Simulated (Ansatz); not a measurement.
`N[SiH2][AlH2]` + `BO` → `BO[SiH2]N` + `[AlH3]` at 400 K and 1 bar (cleavage of the Si–Al bond).

Program: Ansatz. Geometries: PBE0-D4/def2-TZVP. ΔE: electronic, gas phase. CCSD(T)/CBS is the MP2 limit (def2-TZVPP, def2-QZVPP) plus CCSD(T) − MP2 in def2-TZVPP, frozen cores. This one scheme is used for every species. One conformer a species, not always the lowest.

```csv
species,CCSD(T)/CBS energy (Eh),H − E (kJ/mol),S (J/(mol·K))
`N[SiH2][AlH2]`,-589.40062,178.1,361.4
`BO`,-101.80414,108.2,244.0
`BO[SiH2]N`,-447.46661,213.3,359.3
`[AlH3]`,-243.78045,63.6,220.9
```

H − E and S are ideal-gas, rigid-rotor, harmonic terms from PBE0-D4/def2-TZVP, for one conformer and one mirror image of each species. 1 Eh = 2625.50 kJ/mol, R = 8.31446 J/(mol·K).

Question: By hand: ΔE, ΔH, ΔS and ΔG.

Answer: ΔE = (-447.46661) + (-243.78045) − (-589.40062) − (-101.80414) = -0.04230 Eh = -111.1 kJ/mol. Δ(H − E) = 213.3 + 63.6 − 178.1 − 108.2 = -9.4, so ΔH = -120.5 kJ/mol. ΔS = 359.3 + 220.9 − 361.4 − 244.0 = -25.2 J/(mol·K). ΔG = -120.5 − 400 × (-25.2)/1000 = -110.4 kJ/mol.

Question: By hand: the equilibrium constant, and the temperature at which ΔG would vanish if ΔH and ΔS stayed fixed.

Answer: log₁₀ K = −ΔG/(RT ln 10) = 14.4. ΔG = 0 at ΔH/ΔS = 4782 K, far beyond where these terms or the molecules hold.

ΔH outweighs TΔS. A doubt of 5 kJ/mol in ΔE shifts log₁₀ K by 0.7 here. Other conformers and mirror images would add mixing entropy, several J/(mol·K) or more a flexible species. Modes under 60 cm⁻¹, often nearly free rotors, make the harmonic entropy too high. These are equilibria of isolated gas molecules and say nothing of rates. Largest T1 diagnostic: 0.014 (customary marks: 0.02 for closed shells, 0.045 for open ones).
